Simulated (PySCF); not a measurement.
**Rh⁺: excitation energy**

Rh⁺ [Kr] 4d8 (3F) → Rh⁺ [Kr] 4d7 5p1 (high-spin determinant), as a difference of total energies. All numbers are calculated (PySCF 2.14, scalar relativity through the core potential, in def2-QZVPPD with the def2 core potential (28 electrons) (7s5p4d4f2g, 88 functions)). Correlated levels: valence: 4s2 4p6 frozen. The calculations carry no spin-orbit coupling.

| method | excitation energy (eV) |
| --- | --- |
| UHF | 6.137 |
| MP2 (valence) | 7.365 |
| SCS-MP2 (valence) | 7.577 |
| CCSD (valence) | 7.140 |
| CCSD(T) (valence) | 7.204 |

Question: How much does correlation contribute at CCSD(T) (valence)?

Answer: 7.204 − (6.137) = 1.067 eV, measured against UHF.

The determinant of the upper state mixes LS terms, which raises its energy above the lowest term, most at the Hartree-Fock and MP2 levels.
